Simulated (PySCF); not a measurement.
**Radial density of He (helium, neutral)**

PBEsol, 1s2, closed-shell 1S. All numbers are calculated (PySCF 2.14, scalar relativity by spin-free X2C-1e, in aug-cc-pVDZ-DK (3s2p, 9 functions)).

```csv
r (bohr),4πr²ρ (e/bohr)
0.0154,0.008561
0.0258,0.02400
0.0435,0.06619
0.0731,0.1748
0.123,0.4171
0.207,0.8382
0.348,1.413
0.585,1.689
0.985,1.268
1.66,0.4294
2.79,0.05654
4.69,0.001022
```

Densities and radii are taken from the X2C orbitals without a picture-change correction, which distorts them close to the nucleus.
